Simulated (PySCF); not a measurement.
I¹¹⁺ (iodine, charge +11) across methods

[Kr] 4d6, high-spin 5D determinant. Computed with PySCF 2.14 in an uncontracted even-tempered set (21 s from 0.39 bohr⁻², ratio 2.5; 15 p from 0.51 bohr⁻², ratio 2.5; 10 d from 0.51 bohr⁻², ratio 2.5; 4 f from 3.1 bohr⁻², ratio 2.7; 4 g from 4.6 bohr⁻², ratio 2.7), with scalar relativity by spin-free X2C-1e.

```tsv
method	E (hartree)	mean ε 4p β (eV)	mean ε 4d α (eV)	mean ε 4d β (eV)	Σ⟨r²⟩ (bohr²)	⟨S²⟩
PBE0	-7076.24	-321.70	-244.52	-239.04	11.70	6.000
PBE	-7076.15	-317.24	-240.66	-235.64	11.70	6.000
LDA	-7069.94	-317.45	-240.63	-235.54	11.72	6.000
r2SCAN	-7076.61	-318.69	-241.89	-236.07	11.70	6.001
```

Q: Estimate the same row for UHF.

A: E (hartree) = -7074.19371; mean ε 4p β (eV) = -333.06; mean ε 4d α (eV) = -254.62; mean ε 4d β (eV) = -247.60; Σ⟨r²⟩ (bohr²) = 11.72; ⟨S²⟩ = 6.001.
